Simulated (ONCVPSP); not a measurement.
**lithium (Li): one change to an ONCV potential, before and after**

```json
{
  "Element": "Li (Z = 3)",
  "Generator": "ONCVPSP 4.0.1",
  "Type": "optimised norm-conserving Vanderbilt (ONCV)",
  "Functional": "PBE",
  "Relativity": "scalar-relativistic",
  "Frozen core": "none",
  "Valence charge": "3",
  "Reference configuration": "1s2 2s0.75 2p0.25",
  "Partial waves": "1s+2s: rc 1.00 bohr, ncon 5, nbas 8, qcut 15.6 1/bohr, 2 projectors; 2p: rc 4.00 bohr, ncon 3, nbas 6, qcut 1.9 1/bohr, 3 projectors, debl 0.8 Ha; d scattering state at 0.04 Ha: rc 4.40 bohr, ncon 4, nbas 7, qcut 2.1 1/bohr, 2 projectors, debl 2.8 Ha",
  "Local potential": "polynomial inside 0.70 bohr (lpopt 5, dvloc0 0 Ha)",
  "Core correction": "none"
}
```

All-electron outer shells of the reference configuration (PBE, scalar-relativistic, ld1.x):

```
shell  level (eV)  outermost node (bohr)  outermost maximum (bohr)
   1s      -52.25                      –                      0.36
   2s       -3.01                   0.83                      3.12
   2p       -1.22                      –                      3.81
```

Change: all radii scaled by about 1.14 (s 1.14, p 4.56, d 5.02 bohr); local potential polynomial inside 0.80 bohr (lpopt 5, dvloc0 0 Ha).

Cutoffs: the cutoffs (Ha) at which the residual kinetic energy of the hardest occupied pseudo-wave falls to 1 and 0.1 mHa per electron; they do not see the model core or the augmentation charge, which bear on the density cutoff. Errors are all-electron minus pseudo energies relative to the spin-unpolarised reference configuration.

**Question.** Predict the effect on cutoff, ghosts and configuration errors.

**Answer.** The potential gets softer (69 Ha and 84 Ha → 59 Ha and 73 Ha); of the 4 tests that both files solve, the error grows in 3 and shrinks in 0 by more than 15 % and 0.3 meV (median size 6.4 → 8.2 meV); neither file shows a bound ghost. A larger radius leaves more room for a smooth pseudo-wave, so fewer plane waves are needed. More of the atom is replaced by a form fitted at one configuration, so other configurations suffer.

```csv
quantity,base,changed
"cutoff, loose",69 Ha,59 Ha
"cutoff, tight",84 Ha,73 Ha
loose cutoff by channel,"s 69 Ha, p 1.3 Ha","s 59 Ha, p 1.2 Ha"
bound ghosts,none,none
GHOST(+) flags under 300 eV,none,none
"error for 1s2 2s1 2p0, meV [ΔE -0.45 eV]",-1.1,-1.3
"error for 1s2 2s0 2p0, meV [ΔE 4.85 eV]",+9.7,+12
"error for 1s2 2s0.5 2p0, meV [ΔE 1.60 eV]",+3.1,+4.1
"error for 1s1 2s1 2p0, meV [ΔE 67.96 eV]",+348,+503
```
